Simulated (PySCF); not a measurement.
# LiSe: frontier orbitals

r²SCAN at R = 2.269 Å; PySCF, spin-free X2C with a Gaussian nucleus, basis sets Li x2c-SVPall, Se x2c-SVPall. State: ²Π (doublet), unpaired electrons π ↑. Only the outer orbitals are listed, counted within each symmetry.

```json
{"spin": "α", "orbital": "8σ", "occ.": "1", "ε (eV)": "-15.84", "on Li (%)": "1", "main shells (%)": "98 Se s"}
{"spin": "α", "orbital": "4π", "occ.": "1", "ε (eV)": "-5.77", "on Li (%)": "4", "main shells (%)": "96 Se p"}
{"spin": "α", "orbital": "9σ", "occ.": "1", "ε (eV)": "-5.24", "on Li (%)": "12", "main shells (%)": "87 Se p"}
{"spin": "α", "orbital": "4π", "occ.": "1", "ε (eV)": "-4.51", "on Li (%)": "6", "main shells (%)": "94 Se p"}
{"spin": "α", "orbital": "10σ", "occ.": "0", "ε (eV)": "-1.17", "on Li (%)": "98", "main shells (%)": "80 Li s, 18 Li p"}
{"spin": "α", "orbital": "5π", "occ.": "0", "ε (eV)": "0.98", "on Li (%)": "95", "main shells (%)": "95 Li p"}
{"spin": "α", "orbital": "5π", "occ.": "0", "ε (eV)": "1.07", "on Li (%)": "93", "main shells (%)": "93 Li p"}
{"spin": "β", "orbital": "8σ", "occ.": "1", "ε (eV)": "-14.69", "on Li (%)": "2", "main shells (%)": "97 Se s"}
{"spin": "β", "orbital": "9σ", "occ.": "1", "ε (eV)": "-4.90", "on Li (%)": "13", "main shells (%)": "86 Se p, 9 Li s"}
{"spin": "β", "orbital": "4π", "occ.": "1", "ε (eV)": "-4.17", "on Li (%)": "7", "main shells (%)": "92 Se p"}
{"spin": "β", "orbital": "4π", "occ.": "0", "ε (eV)": "-3.44", "on Li (%)": "9", "main shells (%)": "91 Se p, 8 Li p"}
{"spin": "β", "orbital": "10σ", "occ.": "0", "ε (eV)": "-1.03", "on Li (%)": "98", "main shells (%)": "81 Li s, 16 Li p"}
{"spin": "β", "orbital": "5π", "occ.": "0", "ε (eV)": "0.95", "on Li (%)": "92", "main shells (%)": "92 Li p"}
```

Q: Which are the highest filled and the lowest empty level, where do they sit, and how wide is the gap?

A: Highest filled β 4π at -4.17 eV (in %: 92 Se p); lowest empty β 4π at -3.44 eV (in %: 91 Se p, 8 Li p); the gap at r²SCAN is 0.73 eV. Both belong to one degenerate shell, split only by its one-sided filling, so this is no excitation gap.

- bond order (Mayer): 0.81
- ⟨S²⟩: 0.754
- charge on Li (Mulliken, basis-dependent): 0.55
- charge on Li (Löwdin, basis-dependent): 0.31
- dipole moment (positive dipole means Li(−)Se(+)): -6.85 D

Spin–orbit coupling is left out. The state is the lowest determinant that a PBE0 search found; another state may lie lower at other levels.
